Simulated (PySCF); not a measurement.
**Where the electron goes**

Compound: C₆H₈F₂.
Atom-mapped SMILES: `[F:1][C@@H:2]1[CH2:3][C@@:4]2([F:5])[CH2:6][CH2:7][C@@H:8]12` (hydrogens: H9 on C2; H10, H11 on C3; H12, H13 on C6; H14, H15 on C7; H16 on C8)

Geometry (GFN2-xTB, Å), atoms numbered from 1 in this order:
```
atom  x, y, z in Å
F1    -2.383   -0.540    1.200
C2    -1.451   -0.062    0.317
C3    -0.828   -1.154   -0.569
C4     0.553   -0.781   -0.025
F5     1.328   -1.831    0.386
C6     1.304    0.352   -0.735
C7     0.690    1.365    0.252
C8    -0.079    0.234    0.949
H9    -1.920    0.778   -0.204
H10   -0.974   -1.060   -1.642
H11   -1.129   -2.147   -0.239
H12    2.383    0.247   -0.645
H13    1.041    0.486   -1.782
H14    1.425    1.844    0.894
H15    0.062    2.129   -0.200
H16   -0.029    0.149    2.029
```

Method used: TDDFT PBE0/def2-SVPD, vertical, gas phase, core orbitals frozen in the response (PySCF).

Frontier orbitals with the atoms that hold most of them (Löwdin shares over 4%, at most four atoms; ? is withheld):

| orbital | ε (eV) | atoms |
| --- | --- | --- |
| HOMO-3 | -9.77 | C8 20%, C7 17%, C6 10%, C2 9% |
| HOMO-2 | -9.10 | F1 23%, C3 18%, C2 16%, C7 9% |
| HOMO-1 | -8.51 | ? |
| HOMO | -8.27 | C8 24%, C4 20%, F5 14%, C3 9% |
| LUMO | ? | ? |
| LUMO+1 | 0.88 | C2 12%, C3 12%, H10 10%, H14 9% |
| LUMO+2 | 1.05 | H9 9%, C2 9%, C6 8%, F5 8% |

Which atoms hold the LUMO, and with what shares?

C7 (bonded to 2 C and 2 H) 18%; C6 (bonded to 2 C and 2 H) 13%; H15 (bonded to C) 10%; H14 (bonded to C) 10%. By element: carbon 30% or more, hydrogen 20% or more.

Which atoms hold the HOMO-1, and with what shares?

C4 (bonded to 3 C and F) 14%; C8 (bonded to 3 C and H) 14%; C6 (bonded to 2 C and 2 H) 12%; F5 (bonded to C) 11%. By element: carbon 41% or more, fluorine 11% or more.

What is the LUMO energy, and the HOMO–LUMO gap?

ε(LUMO) = 0.79 eV; the gap is 9.05 eV (0.3328 hartree).

The HOMO–LUMO gap is 9.05 eV. Where does the response calculation put the lowest singlet, and from which orbitals?

S1 is at 7.81 eV (f = 0.010), 1.25 eV below the gap, made of HOMO→LUMO+1 (76%), HOMO→LUMO (19%). Its leading pair isn't HOMO and LUMO; the energies of that pair differ by 9.14 eV. 

One configuration dominates each of S1, S2, S3 and S5. Which, and how do the shares of the two leading atoms of either orbital change from the occupied to the empty one?

- S1 (7.81 eV, f 0.010), HOMO→LUMO+1 (76%): C8 24% → at most 9%, C4 20% → at most 9%, C2 at most 10% → 12%, C3 9% → 12%
- S2 (7.99 eV, f 0.047), HOMO→LUMO (76%): C8 24% → at most 11%, C4 20% → at most 11%, C7 at most 10% → 18%, C6 at most 10% → 13%
- S3 (8.07 eV, f 0.0036), HOMO-1→LUMO+1 (78%): C4 14% → at most 9%, C8 14% → at most 9%, C2 at most 11% → 12%, C3 at most 11% → 12%
- S5 (8.18 eV, f 0.011), HOMO-1→LUMO (86%): C4 14% → at most 11%, C8 14% → at most 11%, C7 at most 11% → 18%, C6 12% → 13%

Löwdin shares depend on the basis, the more so with diffuse functions.
